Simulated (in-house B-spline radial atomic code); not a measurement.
# RPA correlation on TPSS: the mercury ion Hg²⁺

Configuration [Xe] 4f14 5d10, mean-field start TPSS. Computed with an all-electron radial atomic-structure program (B-spline basis): all electrons, scalar-relativistic (spin-free one-electron X2C), finite nucleus, each spin shell either full or empty, empty states to l = 9 with an (l + 1/2)⁻⁴ tail; G0W0 by contour deformation at full frequency.

Without the two-electron picture change, the correlation of inner shells comes somewhat too large for so heavy an element.

The highest G0W0 level has too low a weight to be given.

Command:
```bash
python run_gw.py task.json out
```
Settings (radii: box in bohr, nucleus in fm):
```
Z                        80
electrons                78
configuration            [Xe] 4f14 5d10
hamiltonian              x2c
method                   tpss,tpss
lmax                     9
rms_radius               5.4648
spin_polarised           False
box_radius               17.55
intervals                68
```

Time taken, with all properties: 6.2 s on 1 thread of Arm Neoverse N1, with other jobs on the host.

Energies (hartree):

```json
{"term": "mean-field total", "value": "-19624.25197"}
{"term": "Hartree-Fock functional on these orbitals", "value": "-19619.14951"}
{"term": "direct second order", "value": "-8.0667"}
{"term": "second-order exchange", "value": "1.991"}
{"term": "SOSEX correction", "value": "1.8693"}
```

What is the RPA correlation energy, and what remains with SOSEX?

RPA gives -7.0467 hartree (-2.46 eV per electron); RPA + SOSEX gives -5.1774, and the second-order doubles -6.0757 hartree (no singles). SOSEX takes back 27 % of the RPA value.
